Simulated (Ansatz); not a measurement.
`B[CH2][AlH][OH]` + CH₃NH₂ → `BCCN` + `[OH][AlH2]`  (formal exchange of groups at a C–Al bond)

Isolated molecules relaxed with PBE0-D4/def2-TZVP in Ansatz; ΔE leaves out vibrations. CCSD(T)/CBS adds triple-zeta CCSD(T) − MP2 to the extrapolated MP2 energy (def2 sets, frozen cores). This one scheme is used for every species. Functionals use def2-TZVPP. HSE06 is defined as in plane-wave codes. One conformer a species, not always the lowest.

`B[CH2][AlH][OH]`:

Cartesian coordinates in Å:
```
B -1.028 -0.887 -0.943
C -0.912 -0.342 0.459
Al 0.644 0.861 0.309
O 2.160 0.151 0.567
H -0.445 -1.884 -1.266
H -1.627 -0.277 -1.788
H -0.598 -1.034 1.246
H -1.688 0.357 0.789
H 0.512 2.417 0.059
H 2.982 0.639 0.568
```

CH₃NH₂:

```xyz
7

C     0.192    0.273    0.460
N    -0.443   -0.139   -0.780
H     0.789   -0.501    0.964
H    -0.572    0.614    1.162
H     0.848    1.125    0.265
H    -1.064   -0.922   -0.620
H     0.250   -0.450   -1.450
```

`BCCN`:

```xyz
12

B     1.347   -0.353   -1.331
C     0.402    0.373   -0.340
C    -0.646   -0.457    0.395
N    -1.423    0.225    1.416
H     2.029    0.278   -2.088
H     1.459   -1.548   -1.326
H    -0.043    1.269   -0.791
H     1.122    0.790    0.393
H    -0.160   -1.320    0.860
H    -1.351   -0.874   -0.331
H    -1.925    1.008    1.015
H    -0.811    0.609    2.128
```

`[OH][AlH2]`:

Cartesian coordinates in Å:
```
O 0.481 -0.681 -0.886
Al -0.124 0.118 0.482
H 0.402 -0.337 -1.774
H -0.864 1.509 0.316
H 0.105 -0.609 1.863
```

```tsv
level	ΔE (kcal/mol)	difference from CCSD(T)/CBS
r2SCAN-D4	21.1	1.5
PBE0-D4	20.1	0.5
r2SCANh-D4	20.9	1.3
r2SCAN0-D4	20.5	0.9
PBE-QIDH	19.7	0.1
PBE	20.9	1.3
r2SCAN0	20.5	0.9
HSE06	20.3	0.7
HF/def2-SVP	14.9	-4.7
HF/CBS(def2)	15.9	-3.7
CCSD(T)/CBS	19.6	0
```

What do rigid-rotor, harmonic-oscillator terms from PBE0-D4/def2-TZVP frequencies (298.15 K, 1 bar) make of the CCSD(T)/CBS value? (Estimate.)

Computed: ΔZPE = -1.7 kcal/mol, ΔH = +17.6 kcal/mol, ΔS = -11 J/(mol·K), ΔG = +18.4 kcal/mol. Modes under 50 cm⁻¹ make the entropy rough.

Largest T1 diagnostic among the species: 0.013.

Leaving LDA and LC-ωPBE aside and taking each functional with its dispersion term where it has one, the values, not all of them listed here, spread over 2.9 kcal/mol, from ωB97X-V to r2SCAN-D4. LDA lies −0.9 kcal/mol from PBE without D4. At CCSD(T), def2-SVP lies −2.2 kcal/mol from the extrapolated value and def2-TZVPP −0.3 kcal/mol.
